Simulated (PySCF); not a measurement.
germylsilane anion (GeH6Si), SMILES [SiH3][GeH3] (connectivity only; charge and spin as stated), charge -1, multiplicity 2. Atoms are numbered in the order given.

```xyz
8

Si    -1.7626    -0.0308     0.0000
Ge     0.8505     0.0101     0.0000
H     -2.0400     0.8774     1.1847
H     -2.0400     0.8774    -1.1847
H     -3.0914    -0.8580     0.0000
H      1.2570    -0.9083     1.2112
H      1.2570    -0.9083    -1.2112
H      2.1168     1.0274     0.0000
```
Charge -1, spin multiplicity 2.

The structure is a stationary point at PBE0-D3(BJ)/def2-SVPD. The spin state was assumed, not searched.

The numbers are results of PySCF with M06-2X/def2-TZVPD, not measurements.

Mulliken values depend strongly on the basis, most of all with diffuse functions as here. ESP charges are fitted to the potential on shells at 1.4 to 2.0 van der Waals radii. Atomic charges (e):

| atom | ESP fit | Mulliken | meta-Löwdin | Mulliken spin |
|---|---|---|---|---|
| Si1 | -0.08 | -0.29 | ___ | 0.33 |
| Ge2 | 0.10 | -0.81 | ___ | 0.30 |
| H3 | -0.12 | -0.06 | ___ | 0.01 |
| H4 | -0.12 | -0.06 | ___ | 0.01 |
| H5 | -0.20 | -0.09 | ___ | 0.18 |
| H6 | -0.17 | 0.10 | ___ | 0.00 |
| H7 | -0.17 | 0.10 | ___ | 0.00 |
| H8 | -0.24 | 0.10 | ___ | 0.18 |

**Question.** Fill in the missing entries. (Estimate from the structure and the level; the computed values follow.)

**Answer.** 
- Si1, meta-Löwdin: -0.06
- Ge2, meta-Löwdin: -0.05
- H3, meta-Löwdin: -0.13
- H4, meta-Löwdin: -0.13
- H5, meta-Löwdin: -0.18
- H6, meta-Löwdin: -0.13
- H7, meta-Löwdin: -0.13
- H8, meta-Löwdin: -0.18
